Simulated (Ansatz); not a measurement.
Input file for Ansatz (a quantum-chemistry and plane-wave program): R-CCSD(T)/cc-pV(D+d)Z on AlF2HO (SMILES [OH][Al]([F])[F]), a point of a torsion scan. Files ending in .json are basis or fitting sets from the Basis Set Exchange.

Ansatz 0.2 input:
```yaml
crystal:
  periodic: [false, false, false]
  atoms:
    - {symbol: O, position_ang: [1.12258873, -0.18565068, 0.12926243]}
    - {symbol: Al, position_ang: [-0.49043002, 0.00819221, 0.01362868]}
    - {symbol: F, position_ang: [-1.48108019, -1.19116034, 0.52580992]}
    - {symbol: F, position_ang: [-1.19587602, 1.36769388, -0.57567359]}
    - {symbol: H, position_ang: [2.03315766, -0.07765643, -0.09978067]}
basis:
  gaussian:
    orbitals: cc-pV_D+d_Z.json
magnetization: {spin_polarized: false}
correlation: {method: ccsd_t, electrons: outside_noble_gas}
scf: {lower_state_search: off}
```

Program output:

```
WARN ansatz: RAYON_NUM_THREADS=1 ignored (pool sized by the plan → 1); use --threads N
Functional definition: HF
these checks for a lower state are left out or cut short: stability, starts, cluster_reference, orbital_swaps, neighbouring_geometries, increment
integrals: 0.04 GiB planned
674 factors; integrals over basis functions are off by at most 1.2e-3 eV
mean field: 0.13 GiB planned
mean field evaluation 1: about -14049.9213 eV, gradient 4.8e1 eV
mean field evaluation 2: about -14049.9240 eV, gradient 4.8e1 eV
mean field evaluation 4: about -14053.6914 eV, gradient 1.6e0 eV
mean field evaluation 8: about -14053.7019 eV, gradient 1.2e-1 eV
mean field -14053.70195912 eV, -516.4640210564 hartree, gradient 1.2e-6 eV, S^2 0.000000; 0 other end points of the search recorded, 0 dependent functions left out
8 core orbitals not correlated
reference -14053.70195912 eV, -516.4640210564 hartree; 12, 12 occupied and 50, 50 virtual orbitals, 674 factors
second order -16.90946289 eV of doubles, -0.00000000 eV of singles
coupled cluster: 0.15 GiB planned
cycle   1  -16.69966997 eV  change    2.1e-1 eV  update   9.2e-2
cycle   2  -17.01441952 eV  change   -3.1e-1 eV  update   2.5e-2
cycle   3  -17.11208940 eV  change   -9.8e-2 eV  update   1.4e-2
cycle   4  -17.10517390 eV  change    6.9e-3 eV  update   2.6e-3
cycle   5  -17.10116357 eV  change    4.0e-3 eV  update   9.5e-4
cycle   6  -17.10135493 eV  change   -1.9e-4 eV  update   2.9e-4
cycle   7  -17.10136170 eV  change   -6.8e-6 eV  update   8.1e-5
cycle   8  -17.10130665 eV  change    5.5e-5 eV  update   2.8e-5
cycle   9  -17.10130497 eV  change    1.7e-6 eV  update   1.0e-5
perturbative correction -0.26120354 eV, -0.0095990529 hartree
Total energy: -14071.06446763 eV, -517.1020814752 hartree
Checks for a lower state left out: stability, starts, cluster_reference, orbital_swaps, neighbouring_geometries, increment
```

Self-consistency was reached.

Cost: roughly 1.8 core-seconds.
